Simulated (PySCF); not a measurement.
C₂H₆BFO₂, SMILES OCB(F)CO. Atoms are numbered in the order given.

```xyz
12

O      2.5263     0.1379     0.0431
C      1.3848    -0.1570    -0.7391
B      0.0000     0.0000    -0.0129
F      0.0000     0.0000     1.3286
C     -1.3848     0.1570    -0.7391
O     -2.5263    -0.1379     0.0431
H      2.3726    -0.2031     0.9338
H      1.4121    -1.1957    -1.1526
H      1.4126     0.4874    -1.6369
H     -1.4121     1.1957    -1.1526
H     -1.4126    -0.4874    -1.6369
H     -2.3726     0.2031     0.9338
```

Coordinates come from a B3LYP-D3(BJ)/def2-SVP optimisation. This is a generated structure with no PubChem entry under its InChIKey; it may be hypothetical. One conformer was computed; it need not be the lowest.

Vertical ionisation energy (IE) and electron affinity (EA) in eV. Rows of orbital energies are one-electron estimates. Where ΔSCF, EOM or ADC give a negative EA the extra electron is unbound and the value depends on the basis.

```csv
level,IE,EA
"−ε(HOMO), −ε(LUMO), r2SCAN/def2-TZVP (PySCF)",6.38,1.12
"−ε(HOMO), −ε(LUMO), PBE/def2-TZVP (PySCF)",6.05,1.51
```
